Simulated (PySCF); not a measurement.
1,1-difluoro-2-methylprop-1-ene (C₄H₆F₂), SMILES CC(C)=C(F)F.

Geometry: PBE0-D3(BJ)/def2-SVP.

Level of theory: PBE/def2-TZVP in PySCF.

Symmetry labels are those of the subgroup C2v that the program uses (full group C2v).

Task: List the valence orbital energies around the gap with their symmetry. (The exact figures need the calculation; the answer reports its results.)

Result: 
| orbital | symmetry | energy (eV) |
|---|---|---|
| HOMO−7 | B2 | -10.53 |
| HOMO−6 | A2 | -10.45 |
| HOMO−5 | A1 | -10.44 |
| HOMO−4 | B2 | -9.51 |
| HOMO−3 | A2 | -9.49 |
| HOMO−2 | A1 | -9.22 |
| HOMO−1 | B2 | -8.80 |
| HOMO | B1 | -5.57 |
| LUMO | B1 | -0.06 |
| LUMO+1 | A1 | 0.41 |
| LUMO+2 | B2 | 1.37 |
| LUMO+3 | A1 | 1.59 |
